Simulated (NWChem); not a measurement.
System: MoHSO2F; SMILES [S]=[Mo]([F])(=[O])[OH]

```xyz
6

Mo    -0.0023    -0.2125     0.0440
O      0.1964    -0.6046     1.6470
S     -0.0520     1.8907    -0.1114
F     -1.5851    -0.9179    -0.5761
O      1.4372    -0.8486    -0.9320
H      2.1257    -1.4400    -0.6009
```
Atoms are numbered in this order, from 1.

Program: NWChem. Structure relaxed at the PBE0/def2-SVP (def2 core potentials past Kr) level.

For level Hartree-Fock/3-21G, non-relativistic:

```
Item                         Result
---------------------------  ------
highest occupied level (eV)  -11.07
orbital gap (eV)              10.24
dipole (D)                     3.11
```

Problem. How do the values read with level Hartree-Fock/STO-3G, non-relativistic instead?

Solution. 
| Quantity | Value |
|---|---|
| highest occupied level (eV) | -6.66 |
| orbital gap (eV) | 11.36 |
| dipole (D) | 2.25 |
